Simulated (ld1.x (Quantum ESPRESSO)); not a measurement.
The numbers below are computed, except where a source is named.
## Pseudopotentials across the periodic table

Generated with ld1.x 7.5 (TM, RRKJ, ultrasoft, PAW), atompaw 4.2 or ONCVPSP 4.0.1. The cutoff is in Ry: for ld1.x and atompaw files where the sum of valence levels is converged to 10 mRy in a Bessel basis, for ONCV files where the hardest occupied wave has 1 mHa per electron of residual kinetic energy. The error is the largest all-electron minus pseudo excitation energy over each file’s own four to seven test configurations (ionisations up to +4, promotions, holes and added fractions of an electron), all of which were solved. The labels leave out finer settings (local radius, basis sizes, second energies), which also bear on the numbers. Spin-polarised tests are not counted. The rows are a selection from randomly drawn settings: files with unsolved tests, undetermined cutoffs or missed reference levels are left out.

| element | potential | cutoff (Ry) | largest error (meV) | bound ghosts |
| --- | --- | --- | --- | --- |
| O | TM, PBE, scalar-relativistic, rc 0.85/1.50 (sp), local smoothed, core correction no, reference 2s1.5 2p4.5 | 70 | +2991 | none |
| Pd | TM, LDA (PZ), scalar-relativistic, rc 1.35/1.50/1.40/1.40 (spdf), local d, core correction no, reference 4s2 4p6 4d10 5s0 5p0 | 90 | +248 | none |
| Te | PAW, PBE, scalar-relativistic, rc 1.85/1.85/1.65 (spd), local smoothed, core correction yes, reference 4d10 5s2 5p4 | 50 | -148 | none |
| Os | RRKJ, PW91, scalar-relativistic, rc 1.95/1.75/2.10 (spd), local s, core correction no, reference 5p6 5d6.5 6s1.5 6p0 | 35 | -1168 | none |
| Pt | TM, LDA (PZ), fully relativistic, rc 2.10/2.45/1.65/2.55 (spdf), local s, core correction yes, reference 5d9.5 6s0.5 6p0 | 40 | -1208 | none |

Question: Fill in the row for F: PAW, PBE, scalar-relativistic, rc 0.85/1.00 (sp), local smoothed, core correction yes, reference 2s2 2p5.

Answer: cutoff 80 Ry, largest error -23 meV, bound ghosts: none.

Question: Fill in the row for B: PAW, PBE, non-relativistic, rc 1.65/3.85/3.70 (spd), local smoothed, core correction yes, reference 2s2 2p1.

Answer: cutoff 6 Ry, largest error +13 meV, bound ghosts: none.
